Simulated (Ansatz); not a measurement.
Reaction (formal loss of a carbene): `FC[CH2][SnH3]` → `[CH3][SnH3]` + `[CH]F`

Calculated with Ansatz (gas phase, PBE0-D4/def2-TZVP geometries, no zero-point term in ΔE). CBS: MP2 limit from def2 TZ/QZ plus the TZ coupled-cluster correction, frozen cores. This one scheme is used for every species. DFT in def2-TZVPP. B3LYP here is the variant with VWN-RPA as its local correlation; programs differ in this. HSE06 is defined as in plane-wave codes. Elements past krypton have def2 core potentials. For Sn outer-core shells are correlated without core-valence functions, which leaves a few kJ/mol of doubt a bond. One conformer a species, not always the lowest.

`FC[CH2][SnH3]`:

Cartesian coordinates in Å:
```
F -0.289 -0.575 -2.616
C 0.003 -0.740 -1.267
C -0.255 0.531 -0.513
Sn 0.177 0.343 1.589
H -0.623 -1.562 -0.904
H 1.053 -1.045 -1.203
H -1.303 0.827 -0.610
H 0.363 1.341 -0.907
H -0.799 -0.882 2.271
H 1.822 -0.067 1.804
H -0.148 1.830 2.357
```

`[CH3][SnH3]`:

Cartesian coordinates in Å:
```
C -1.100 0.051 -0.333
Sn 0.946 -0.044 0.287
H -1.544 0.992 -0.009
H -1.660 -0.775 0.104
H -1.163 -0.014 -1.420
H 1.826 1.254 -0.392
H 1.048 0.051 1.990
H 1.648 -1.515 -0.227
```

`[CH]F`:

Cartesian coordinates in Å:
```
C -0.068 0.242 -0.443
F 0.944 -0.357 0.111
H -0.876 0.115 0.332
```

Is it downhill or uphill in electronic energy at CCSD(T)/CBS, and by how much? (An estimate is asked.)

The calculation gave: Uphill: ΔE = +88.2 kcal/mol.

What do these levels give: PBE0, B3LYP, HSE06, CAM-B3LYP, MP2/def2-SVP, MP2/CBS(def2)? (Best estimate.)

Computed: PBE0 92.0, B3LYP 84.9, HSE06 92.1, CAM-B3LYP 88.0, MP2/def2-SVP 93.4, MP2/CBS(def2) 94.9 kcal/mol.

Largest T1 diagnostic among the species: 0.018.

In def2-TZVPP, CCSD(T) changes the Hartree–Fock value by +9.8 kcal/mol (the triples alone add +0.7 kcal/mol) and MP2 by +16.5 kcal/mol. From PBE to PBE0 (25 % exact exchange), in def2-TZVPP and without D4, ΔE moves by +2.1 kcal/mol.
